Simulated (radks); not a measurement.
Q: Coherent X-ray form factor from a spherical all-electron density. Method: Dirac Kohn-Sham, LDA (Slater exchange, Perdew-Wang correlation), spin-unpolarised, spherical densities, point nucleus; computed with a radial shooting solver on a logarithmic mesh with Libxc functionals.

sin(theta)/lambda (1/angstrom),f0 (electrons)
0.05,2.961
0.1,2.853
0.15,2.693
0.2,2.508
0.25,2.320
0.3,2.146
0.4,1.870
0.5,1.682
0.6,1.546
0.8,1.321
1,1.105
1.25,0.855
1.5,0.648
2,0.366

The species is in the configuration that NIST lists as its ground one. Which atom or ion scatters so?

A: The carbon ion C3+, [He] 2s1. Extrapolating in s^2 from the first two rows gives f0(0) = 3.0, near the electron count 3; among species with that count, the fall with angle is slower the higher Z, and the table is that of Z = 6; from so few rows the species is fixed only to a neighbour or two.
